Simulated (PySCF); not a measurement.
Structure elucidation problem

The spectra below were simulated for a compound C2H3F2NOSi.

$^{1}$H NMR (400 MHz, computed): δ 0.40 (m, 3H).

$^{13}$C{$^{1}$H} NMR (computed): δ 125.5 (C), -5.0 (CH3).

Non-relativistic Hamiltonian, equivalent nuclei averaged, in vacuum, one conformer. NMR shieldings at B97-2/pcSseg-2/GIAO; geometry: PBE0-D3(BJ)/def2-TZVP; PySCF 2.14.

Scale: $^{1}$H (σ = 31.64 ppm) and $^{13}$C (σ = 185.38 ppm) vs TMS (reference shieldings calculated alike).

Task: What is the structure?

Result: 
1. The formula gives 2 degrees of unsaturation (no ring in the answer).
2. 2 carbon signals for 2 carbons: no two carbons are equivalent.
3. Carbon types of the structure: 1 × C, 1 × CH3, which accounts for all hydrogens.
4. δC 125.5: central carbon of a heterocumulene.
5. δC -5.0: methyl carbon bonded to Si; an electropositive neighbour leaves it electron-rich and shielded.
6. δH 0.40: hydrogen on a methyl carbon bonded to Si; an electropositive neighbour shields it, as in TMS itself.

Structure: Methyldifluoroisocyanate Silane (C[Si](F)(F)N=C=O).

The shifts were computed for this structure.

Splittings by $^{19}$F in the carbon and heteronuclear signals aren't shown, as no couplings were computed. Shifts are as computed. Against solution values, carbons near 30 ppm lie about +3 ppm off and those near 130 ppm about +7 ppm. Of 1211 compounds with measured shifts, 218 miss one by over three times the rms of a fit or turn the order of signals round; such compounds aren't used in these exercises.
